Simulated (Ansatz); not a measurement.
Complex (SMILES): N#N (N2) with S (H2S), atoms 1 to 2 the first; geometry from B3LYP-D3(BJ)/def2-TZVP, monomers rigid:
```xyz
5

N      0.5569     0.0216    -0.1918
N      0.4057    -0.6429     0.6599
S     -1.8739     2.6331    -1.4786
H     -0.7246     1.9720    -1.6881
H     -1.2906     3.5002    -0.6354
```

Interaction energy at PBE with Ansatz (a program for electronic structure), kcal/mol, without and with the counterpoise correction (monomers among the partner's ghost functions). Cartesian d functions, on some or all atoms, in 6-31G*, 6-31G**, 6-311G**; all else is spherical. The program fits the integrals of some runs and decomposes those of others, by size. No added dispersion term, no relativity. Reference, counterpoise-corrected: the value in aug-pcseg-3, -0.34.

```tsv
basis	functions	uncorrected	counterpoise	counterpoise correction	mean of both
STO-3G	21	-0.47	-0.26	0.21	-0.36
6-31G	35	-0.98	-0.54	0.44	-0.76
3-21G	35	-1.39	-0.53	0.87	-0.96
6-31G*	53	-0.71	-0.36	0.35	-0.53
6-31G**	59	-0.74	-0.38	0.37	-0.56
6-311G**	75	-0.80	-0.43	0.38	-0.61
6-311++G(2d,2p)	109	-0.43	-0.33	0.10	-0.38
6-311++G(3df,3pd)	161	-0.43	-0.33	0.10	-0.38
aug-pcseg-2	188	-0.39	-0.34	0.05	-0.37
pcseg-3	250	-0.48	-0.35	0.13	-0.42
aug-cc-pV(Q+d)Z	341	-0.37	-0.35	0.02	-0.36
pcseg-4	429	-0.37	-0.35	0.03	-0.36
```

The corrected value lies nearer the reference in 12 of 12 rows.
